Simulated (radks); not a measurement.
The numbers below are computed, except where a source is named.
The nitrogen anion N3-, [Ne], held by a Watson sphere: a shell of charge +3 at radius R that stands for the Madelung well of a crystal (potential energy -3/R inside, -3/r outside, in hartree with lengths in bohr). Level of theory: non-relativistic Kohn-Sham, LB94 model potential, spin-polarised, spherical densities, point nucleus (a radial shooting solver on a logarithmic mesh with Libxc functionals). Response by self-consistent Sternheimer equations with the Hartree and adiabatic LDA kernel. The sphere does not respond.

R (bohr)  e(1s) (eV)  e(2s) (eV)  e(2p) (eV)  <r> 2p (bohr)  sum of <r^2> (bohr^2)  X-ray form factor at sin(theta)/lambda = 0.3 1/angstrom  alpha (bohr^3)
1.92         -399.46     -23.130     -12.472          1.697                  27.53                                                    3.370           17.51
3.16         -398.46     -17.590      -7.792          2.137                  43.43                                                    3.229           64.66
3.35         -398.21     -17.076      -7.296          2.199                  46.10                                                    3.233           77.82
3.36         -398.20     -17.051      -7.271          2.203                  46.24                                                    3.234           78.57
3.48         -398.05     -16.759      -6.983          2.241                  47.98                                                    3.236           88.12
3.57         -397.93     -16.555      -6.778          2.270                  49.31                                                    3.238           95.93
3.58         -397.92     -16.533      -6.756          2.273                  49.46                                                    3.238           96.83
